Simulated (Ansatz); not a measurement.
Mulliken charges of `[OH][In]([OH])[O][SiH3]` from ωB97M-V/def2-TZVPP in Ansatz (PBE0-D4/def2-TZVP geometry).

```csv
atom,x (Å),y (Å),z (Å),charge (e)
O1,-1.056,0.734,1.961,-0.505
In2,0.602,0.012,1.171,1.038
O3,2.218,-0.345,2.220,-0.481
O4,0.652,-0.374,-0.758,-0.565
Si5,-0.426,-0.225,-1.970,0.337
H6,-1.746,0.846,1.300,0.179
H7,2.095,-0.126,3.148,0.172
H8,-1.726,0.321,-1.466,-0.076
H9,0.085,0.706,-3.013,-0.050
H10,-0.699,-1.548,-2.593,-0.050
```

Q: By hand: the dipole of these point charges (1 e Å = 4.8032 D).

A: Σ q r = (-0.211, 0.091, 0.088) e Å, of length 0.246 e Å = 1.18 D.

Q: How does the dipole of the full density compare? (An estimate is asked.)

A: Ansatz gave: (-0.183, 0.096, 0.172) e Å, 1.29 D; the point charges give 0.91 times that, at 19° from its direction.

Point charges leave out the atoms' own dipoles, such as those of lone pairs, and Mulliken's split depends on the basis, so the two needn't agree.
